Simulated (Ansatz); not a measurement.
Geometry optimisation, Ansatz, RKS PBE0-D4/def2-SVP.

Input file:

```yaml
crystal:
  periodic: [false, false, false]
  atoms:
    - { symbol: Sn, position_ang: [-0.650021, 0.47546, 0.350939] }
    - { symbol: F, position_ang: [-1.677071, -0.662932, -0.856361] }
    - { symbol: C, position_ang: [1.077001, -0.530231, -0.341426] }
    - { symbol: H, position_ang: [0.466841, -1.145413, -1.004135] }
    - { symbol: Cl, position_ang: [-1.088568, 2.686006, -0.228163] }
    - { symbol: Cl, position_ang: [-1.472102, 0.141599, 2.501986] }
    - { symbol: H, position_ang: [1.577218, -1.099935, 0.449467] }
    - { symbol: H, position_ang: [1.766603, 0.135447, -0.872207] }
basis:
  gaussian: { orbitals: def2-SVP }
hamiltonian:
  xc: pbe0
  dispersion: d4
relax:
  f_tol: 0.03
  max_steps: 50
```

Run as:

```bash
$ ansatz run input.yaml --threads 2 --pin off --max-ram 3072MiB --backend cpu --events-out ev --progress --plain --runs-dir out
```

Where does it end, and by what steps?

The run converged. After 6 steps the energy has fallen by 0.297 eV; F2 moved furthest, 0.57 Å.

```tsv
step	energy less start (eV)	largest force component (eV/Å)	accepted
0	0.0000	0.511	yes
1	-0.1658	0.444	yes
2	-0.2288	0.369	yes
3	-0.2832	0.248	yes
4	-0.2950	0.167	yes
5	-0.2968	0.050	yes
6	-0.2969	0.006	yes
```

```xyz
8
Properties=species:S:1:pos:R:3
Sn -0.770 0.347 0.215
F -2.212 -0.483 -0.763
C 1.082 -0.528 -0.339
H 0.877 -1.301 -1.092
Cl -0.929 2.618 -0.279
Cl -1.316 0.064 2.461
H 1.540 -0.972 0.554
H 1.728 0.255 -0.757
```

Whether the end is a true minimum wasn't checked by a vibrational analysis.

The run took 11 s on 2 threads of AMD EPYC 9B45 (Zen 5), with other jobs on the host, peak memory 0.28 GiB.
